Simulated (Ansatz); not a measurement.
CH$_{2}$AsN, SMILES `C1=N[AsH]1` at its PBE0-D4/def2-TZVP geometry, where that method's forces vanish. The species carries charge 0 and has multiplicity 1.

| atom | x (Å) | y (Å) | z (Å) |
| --- | --- | --- | --- |
| C1 | -0.4158 | -0.6196 | 0.0085 |
| N2 | -1.1082 | 0.4005 | 0.0624 |
| As3 | 0.6604 | 0.7376 | -0.8363 |
| H4 | -0.5353 | -1.6555 | 0.3171 |
| H5 | 1.3989 | 1.1370 | 0.4483 |

(1) For each bond, give half the difference of the two atoms' forces along it (eV/Å; positive pushes the atoms apart) under PBE-D4, r2SCAN-D4, B3LYP-D4, ωB97M-V in def2-TZVPP. (An estimate is asked.)

Answers

(1) Ansatz gave: 
| bond | length (Å) | PBE-D4 | r2SCAN-D4 | B3LYP-D4 | ωB97M-V |
| --- | --- | --- | --- | --- | --- |
| C1–N2 | 1.234 | 1.05 | 0.34 | 0.09 | -0.12 |
| C1–As3 | 1.927 | 0.47 | 0.20 | 0.39 | 0.09 |
| C1–H4 | 1.087 | -0.24 | -0.13 | -0.17 | -0.11 |
| N2–As3 | 2.012 | 0.72 | 0.31 | 0.39 | -0.06 |
| As3–H5 | 1.535 | 0.22 | -0.01 | 0.02 | -0.12 |

B3LYP here is the variant with VWN-RPA as its local correlation; programs differ in this.
